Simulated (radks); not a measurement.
All-electron atom: Co14+ in [Ne] 3s2 3p1.

All-electron calculation, non-relativistic Kohn-Sham, exchange-only LDA, spin-polarised, spherical densities, point nucleus; open shells are filled with parallel spins first. Program: a radial shooting solver on a logarithmic mesh with Libxc functionals.

Energy parts (hartree):
total: -1288.00679
kinetic: 1288.00679
electron-nucleus: -2840.64413
Hartree: 306.38240
exchange: -41.75186

Orbitals (lengths in bohr, moments of r in powers of bohr; r(max) is where P^2 peaks; r(90%) holds 90 % of the orbital's charge):
| orbital | occ. | eigenvalue (hartree) | r(90%) | <1/r> | r(max) | <r> |
|---|---|---|---|---|---|---|
| 1s up | 1 | -292.2351 | 0.101 | 26.47 | 0.03756 | 0.05699 |
| 1s down | 1 | -292.2008 | 0.101 | 26.47 | 0.03756 | 0.05699 |
| 2s up | 1 | -48.35064 | 0.396 | 5.754 | 0.2154 | 0.2566 |
| 2s down | 1 | -48.31269 | 0.396 | 5.757 | 0.2154 | 0.2564 |
| 2p up | 3 | -44.25922 | 0.365 | 5.714 | 0.1721 | 0.2236 |
| 2p down | 3 | -44.21547 | 0.364 | 5.715 | 0.1722 | 0.2234 |
| 3s up | 1 | -16.82392 | 0.963 | 2.176 | 0.6171 | 0.6628 |
| 3s down | 1 | -16.66025 | 0.965 | 2.173 | 0.6171 | 0.6638 |
| 3p up | 1 | -15.53418 | 0.966 | 2.117 | 0.6016 | 0.6523 |
| 3p down | 0 | -15.37187 | 0.968 | 2.114 | 0.6015 | 0.6534 |

The highest occupied level is 3p up at -422.71 eV. Summed over all electrons, <r^2> = 2.019 bohr^2, which gives a Langevin (diamagnetic) susceptibility term of -1.6 x 10^-6 cm^3/mol. The spin density at the nucleus is -0.6565 e/bohr^3 (1s -0.7346, 2s -0.3628, 3s 0.4409), a Fermi contact field of -34.4 T. The electron density at the nucleus is 1.341e+04 e/bohr^3. Virial ratio -V/T = 2.00000.
